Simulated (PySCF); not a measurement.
TDDFT excited states: C7H12

Species: 5-methyl-1,4-hexadiene, C7H12.
SMILES: `C=CCC=C(C)C`

Computed with TDDFT PBE0/def2-SVPD, vertical, gas phase, core orbitals frozen in the response in PySCF 2.14.0, density-fitted response routines. Isolated species at its GFN2-xTB geometry (one conformer only). Torsions of this conformer, `[CH2:1]=[CH:2][CH2:3][CH:4]=[C:5]([CH3:6])[CH3:7]`: C1–C2–C3–C4 117°, C2–C3–C4–C5 108°.

Question: What does the calculation give for the low-lying excited states?

Answer: 

| state | E (eV) | λ (nm) | ν̃ (cm⁻¹) | f | \|μ\| (D) | main configurations (H = HOMO, L = LUMO) |
| --- | --- | --- | --- | --- | --- | --- |
| S1 | 6.04 | 205.2 | 48720 | 0.228 | 3.16 | H→L (90%) |
| S2 | 6.42 | 193.0 | 51800 | 0.014 | 0.76 | H→L+1 (96%) |
| S3 | 6.79 | 182.5 | 54800 | 0.232 | 3.00 | H-1→L (63%), H→L+2 (23%), H-1→L+2 (8%) |
| S4 | 7.09 | 174.8 | 57210 | 0.022 | 0.91 | H→L+2 (42%), H→L+3 (21%), H→L+4 (15%) |
| S5 | 7.16 | 173.1 | 57760 | 0.0049 | 0.42 | H→L+4 (51%), H→L+3 (40%) |
| S6 | 7.29 | 170.0 | 58820 | 0.094 | 1.84 | H-1→L+1 (44%), H→L+2 (15%), H→L+4 (14%) |

Triplets (Tamm–Dancoff): T1 4.26 eV, H→L (67%), H→L+2 (13%); T2 4.48 eV, H-1→L (65%), H→L+2 (16%), H-1→L+2 (8%).

The lowest singlet lies at 6.04 eV (205 nm, ultraviolet) and is strong; its leading configuration is HOMO→LUMO (90%). The largest oscillator strength of a single state is 0.232. Löwdin shares by element: HOMO carbon 73% or more (atoms not listed hold the other 27%); LUMO carbon 68% or more (atoms not listed hold the other 32%). Of the 6 states listed, 5 reach f = 0.01 and none stays under 0.0005. Orbital energies (eV): HOMO-3 -9.78, HOMO-2 -9.41, HOMO-1 -7.50, HOMO -6.76, LUMO 0.12, LUMO+1 0.76, LUMO+2 1.08. Weighted by f, the mean energy of these states is 6.59 eV. Only the lowest 6 singlets were computed, as vertical energies without vibronic structure.
